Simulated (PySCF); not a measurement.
# Basis-set dependence of population analyses: TMS-CHF2

Species: TMS-CHF2, C4H10F2Si.
Cartesian coordinates in Å at the PBE0-D3(BJ)/def2-SVP level; atoms count from 1:
```
atom  x, y, z in Å
C1     0.258   -0.018    1.899
Si2    0.084   -0.025    0.031
C3    -0.277   -1.742   -0.627
C4     1.563    0.753   -0.821
C5    -1.454    1.044   -0.403
F6    -2.568    0.485    0.159
F7    -1.638    1.060   -1.756
H8     0.464    0.993    2.283
H9     1.082   -0.674    2.222
H10   -0.669   -0.379    2.371
H11    0.555   -2.435   -0.427
H12   -1.186   -2.149   -0.159
H13   -0.444   -1.708   -1.714
H14    1.766    1.763   -0.434
H15    1.384    0.834   -1.905
H16    2.471    0.147   -0.670
H17   -1.412    2.098   -0.066
```

PBE0 throughout (PySCF), one geometry, spherical d and f functions. Isolated species at its PBE0-D3(BJ)/def2-SVP geometry, gas phase. Atoms taken as equivalent share a column and are averaged.

Mulliken charges (e):

```csv
basis,functions,C1/C3/C4,Si2,C5,F6/F7,H8 (×9),H17
STO-3G,49,-0.403,+0.765,-0.025,-0.125,+0.074,+0.053
pcSseg-0,87,-1.195,+1.737,-0.017,-0.359,+0.262,+0.229
6-31G,87,-0.824,+1.024,+0.147,-0.320,+0.198,+0.163
6-31G*,122,-0.772,+0.730,+0.306,-0.327,+0.200,+0.139
cc-pVDZ,152,-0.261,+0.344,+0.241,-0.219,+0.067,+0.030
def2-SVP,152,-0.324,+0.471,+0.263,-0.249,+0.078,+0.037
pcSseg-1,176,-0.630,+0.851,+0.246,-0.315,+0.146,+0.108
aug-cc-pVDZ,255,+0.509,+1.640,+1.086,-0.488,-0.317,-0.422
"6-311+G(2d,p)",257,-0.741,+1.026,+0.131,-0.285,+0.166,+0.142
def2-TZVP,283,-0.490,+0.301,+0.229,-0.206,+0.143,+0.070
```

IAO charges (e):

| basis | functions | C1/C3/C4 | Si2 | C5 | F6/F7 | H8 (×9) | H17 |
| --- | --- | --- | --- | --- | --- | --- | --- |
| STO-3G | 49 | -0.636 | +0.961 | -0.047 | -0.149 | +0.133 | +0.096 |
| pcSseg-0 | 87 | -0.723 | +0.999 | +0.123 | -0.282 | +0.163 | +0.140 |
| 6-31G | 87 | -0.717 | +0.981 | +0.133 | -0.289 | +0.164 | +0.143 |
| 6-31G* | 122 | -0.717 | +1.065 | +0.175 | -0.304 | +0.155 | +0.123 |
| cc-pVDZ | 152 | -0.715 | +1.063 | +0.174 | -0.304 | +0.154 | +0.127 |
| def2-SVP | 152 | -0.709 | +1.072 | +0.173 | -0.305 | +0.152 | +0.125 |
| pcSseg-1 | 176 | -0.722 | +1.088 | +0.171 | -0.310 | +0.155 | +0.132 |
| aug-cc-pVDZ | 255 | -0.729 | +1.070 | +0.179 | -0.315 | +0.159 | +0.136 |
| 6-311+G(2d,p) | 257 | -0.739 | +1.098 | +0.171 | -0.316 | +0.160 | +0.137 |
| def2-TZVP | 283 | -0.743 | +1.107 | +0.176 | -0.316 | +0.160 | +0.134 |

Hirshfeld charges (e):

```tsv
basis	functions	C1/C3/C4	Si2	C5	F6/F7	H8 (×9)	H17
STO-3G	49	-0.129	+0.409	+0.064	-0.096	+0.013	-0.006
pcSseg-0	87	-0.201	+0.399	+0.056	-0.120	+0.039	+0.034
6-31G	87	-0.199	+0.354	+0.058	-0.124	+0.043	+0.042
6-31G*	122	-0.199	+0.336	+0.052	-0.112	+0.044	+0.037
cc-pVDZ	152	-0.208	+0.375	+0.043	-0.104	+0.043	+0.032
def2-SVP	152	-0.211	+0.383	+0.049	-0.110	+0.043	+0.034
pcSseg-1	176	-0.215	+0.391	+0.052	-0.114	+0.043	+0.038
aug-cc-pVDZ	255	-0.222	+0.390	+0.046	-0.113	+0.046	+0.042
6-311+G(2d,p)	257	-0.213	+0.381	+0.049	-0.117	+0.045	+0.042
def2-TZVP	283	-0.216	+0.379	+0.047	-0.113	+0.045	+0.040
```

ESP-fitted charges (e):

```json
{"basis": "STO-3G", "functions": "49", "C1/C3/C4": "-0.599", "Si2": "+0.769", "C5": "+0.090", "F6/F7": "-0.131", "H8 (×9)": "+0.131", "H17": "+0.016"}
{"basis": "pcSseg-0", "functions": "87", "C1/C3/C4": "-0.874", "Si2": "+0.986", "C5": "+0.386", "F6/F7": "-0.291", "H8 (×9)": "+0.201", "H17": "+0.025"}
{"basis": "6-31G", "functions": "87", "C1/C3/C4": "-0.691", "Si2": "+0.678", "C5": "+0.416", "F6/F7": "-0.286", "H8 (×9)": "+0.170", "H17": "+0.025"}
{"basis": "6-31G*", "functions": "122", "C1/C3/C4": "-0.706", "Si2": "+0.771", "C5": "+0.141", "F6/F7": "-0.191", "H8 (×9)": "+0.169", "H17": "+0.063"}
{"basis": "cc-pVDZ", "functions": "152", "C1/C3/C4": "-0.627", "Si2": "+0.715", "C5": "+0.212", "F6/F7": "-0.212", "H8 (×9)": "+0.148", "H17": "+0.045"}
{"basis": "def2-SVP", "functions": "152", "C1/C3/C4": "-0.635", "Si2": "+0.723", "C5": "+0.246", "F6/F7": "-0.225", "H8 (×9)": "+0.149", "H17": "+0.042"}
{"basis": "pcSseg-1", "functions": "176", "C1/C3/C4": "-0.729", "Si2": "+0.873", "C5": "+0.209", "F6/F7": "-0.231", "H8 (×9)": "+0.168", "H17": "+0.059"}
{"basis": "aug-cc-pVDZ", "functions": "255", "C1/C3/C4": "-0.734", "Si2": "+0.863", "C5": "+0.190", "F6/F7": "-0.226", "H8 (×9)": "+0.171", "H17": "+0.062"}
{"basis": "6-311+G(2d,p)", "functions": "257", "C1/C3/C4": "-0.757", "Si2": "+0.885", "C5": "+0.172", "F6/F7": "-0.226", "H8 (×9)": "+0.177", "H17": "+0.071"}
{"basis": "def2-TZVP", "functions": "283", "C1/C3/C4": "-0.750", "Si2": "+0.886", "C5": "+0.168", "F6/F7": "-0.218", "H8 (×9)": "+0.174", "H17": "+0.064"}
```

Some averages cover members that differ in this geometry, most widely: C1/C3/C4, ESP-fitted in pcSseg-0 -0.930 to -0.773; C1/C3/C4, ESP-fitted in 6-31G -0.740 to -0.603; C1/C3/C4, ESP-fitted in pcSseg-1 -0.768 to -0.655; C1/C3/C4, ESP-fitted in 6-311+G(2d,p) -0.796 to -0.686 e.

Question: Which scheme is steadiest as the basis changes?

Answer: Largest range over the bases for any column: Hirshfeld 0.09 e, IAO 0.23 e, ESP-fitted 0.33 e, Mulliken 1.70 e. Hirshfeld charges move least and Mulliken charges most, counted in e. Without the minimal STO-3G basis the ranges are Hirshfeld 0.06, IAO 0.13, ESP-fitted 0.31, Mulliken 1.70 e.

Question: How much do the charges still move between the two largest bases, 6-311+G(2d,p) and def2-TZVP?

Answer: At most, over all atoms: Mulliken 0.725 e, IAO 0.009 e, Hirshfeld 0.004 e, ESP-fitted 0.008 e.

Question: What do the same runs give for the total energy, the frontier levels and the dipole moment?

Answer: 
```json
{"basis": "STO-3G", "energy (Eh)": "-639.0844", "HOMO (eV)": "-4.02", "LUMO (eV)": "8.07", "μ (D)": "1.39"}
{"basis": "pcSseg-0", "energy (Eh)": "-645.9909", "HOMO (eV)": "-8.07", "LUMO (eV)": "1.68", "μ (D)": "2.59"}
{"basis": "6-31G", "energy (Eh)": "-647.0098", "HOMO (eV)": "-7.89", "LUMO (eV)": "2.15", "μ (D)": "2.65"}
{"basis": "6-31G*", "energy (Eh)": "-647.1153", "HOMO (eV)": "-7.63", "LUMO (eV)": "2.20", "μ (D)": "2.20"}
{"basis": "cc-pVDZ", "energy (Eh)": "-647.1541", "HOMO (eV)": "-7.72", "LUMO (eV)": "1.53", "μ (D)": "2.24"}
{"basis": "def2-SVP", "energy (Eh)": "-646.7866", "HOMO (eV)": "-7.86", "LUMO (eV)": "1.46", "μ (D)": "2.29"}
{"basis": "pcSseg-1", "energy (Eh)": "-647.1033", "HOMO (eV)": "-8.01", "LUMO (eV)": "1.08", "μ (D)": "2.41"}
{"basis": "aug-cc-pVDZ", "energy (Eh)": "-647.1879", "HOMO (eV)": "-8.01", "LUMO (eV)": "-0.25", "μ (D)": "2.40"}
{"basis": "6-311+G(2d,p)", "energy (Eh)": "-647.2718", "HOMO (eV)": "-8.06", "LUMO (eV)": "-0.11", "μ (D)": "2.46"}
{"basis": "def2-TZVP", "energy (Eh)": "-647.3064", "HOMO (eV)": "-7.98", "LUMO (eV)": "0.84", "μ (D)": "2.36"}
```

The dipole is fixed by the density alone, so its range of 1.26 D shows that the density itself changes with the basis, not only its division among atoms.
